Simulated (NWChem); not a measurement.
Correlation energy of CF2I

```
C
F 1 1.3079
F 1 1.3079 2 110.28
I 1 2.1357 2 114.51 3 -130.89
```
Charge 0, spin multiplicity 2.

The numbers come from NWChem runs, not from measurements. All single points use one geometry, from UPBE0/def2-SVP with def2 effective core potentials on I, a minimum by its harmonic frequencies.

Basis set: def2-SVP. Each correlation energy counts from its own Hartree-Fock reference.

Effective core potentials replace the inner electrons of I; spin-orbit coupling is left out. The correlated methods keep 7 core orbitals frozen. The structure started from a generated list of species. The unpaired electrons of the parent sit in orbitals of symmetry a' (Cs labels of the run); other states weren't searched. The stability of the SCF solutions was not checked. Open-shell Hartree-Fock references start from PBE0 orbitals. Coupled-cluster values serve here as a point of comparison, not as the truth.

Q: For the correlation energy, UMP2 gives -593.6 mHa and SCS-UMP2 gives -565.5 mHa. What do CCSD on UHF, CCSD[T] on UHF, CCSD(T) on UHF give?

A: CCSD on UHF: -611.3 mHa; CCSD[T] on UHF: -627.3 mHa; CCSD(T) on UHF: -625.4 mHa.
